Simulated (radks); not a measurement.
Exchange energies: the exact (Fock) value of the Kohn-Sham orbitals and density-functional approximations, in hartree. Species: Mn2+ [Ar] 3d5; N4+ [He] 2s1; H 1s1; Sr2+ [Kr]; Mo [Kr] 4d5 5s1. All-electron calculation, non-relativistic Kohn-Sham, exchange-only PBE, spin-polarised, spherical densities, point nucleus. Program: a radial shooting solver on a logarithmic mesh with Libxc functionals. Every spin shell is full or empty, so the densities are truly spherical. Functionals are evaluated on that one density, not self-consistently.

| functional | Mn2+ | N4+ | H | Sr2+ | Mo |
|---|---|---|---|---|---|
| exact | -50.5870 | -4.66343 | -0.305509 | -101.611 | -119.742 |
| LDA | -47.282 | -4.0439 | -0.26281 | -96.073 | -113.55 |
| PW91 | -50.617 | -4.6177 | -0.30175 | -101.60 | -119.79 |
| PW86 | -50.770 | -4.6836 | -0.30635 | -101.58 | -119.69 |
| WC | -50.012 | -4.5090 | -0.29460 | -100.62 | -118.69 |
| AM05 | -47.630 | -4.1796 | -0.27268 | -96.510 | -114.02 |
| SOGGA | -49.123 | -4.3946 | -0.28680 | -99.048 | -116.89 |
| EV93 | -50.892 | -4.8660 | -0.31911 | -101.52 | -119.58 |
| APBE | -50.893 | -4.6758 | -0.30564 | -102.00 | -120.22 |
| TPSS | -50.674 | -4.6805 | -0.30640 | -101.46 | -119.55 |
| revTPSS | -50.303 | -4.6744 | -0.30626 | -100.75 | -118.74 |
| SCAN | -50.756 | -4.6574 | -0.30638 | -101.86 | -120.04 |
| r2SCAN | -50.624 | -4.6552 | -0.30638 | -101.57 | -119.71 |
| MS2 | -50.531 | -4.6828 | -0.30668 | -101.14 | -119.17 |
| MVS | -50.585 | -4.6508 | -0.30647 | -101.65 | -119.83 |
